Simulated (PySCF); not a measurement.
All values below come from PySCF 2.14.0 with CAM-B3LYP-D3(BJ)/def2-TZVP. Gas-phase values, no solvent. 

Reference species (SMILES): `N#CN=[SiH2]` (neutral, multiplicity 1).

The S1 oscillator strength is 0.000 and the HOMO comes out as -8.92 eV.

Changed species: `[H]/N=[si]1/cn1`.

**Question.** Predict the effect on the S1 oscillator strength and HOMO.

**Answer.** the S1 oscillator strength is nearly the same; the HOMO rises by 0.33 eV, to -8.59 eV.
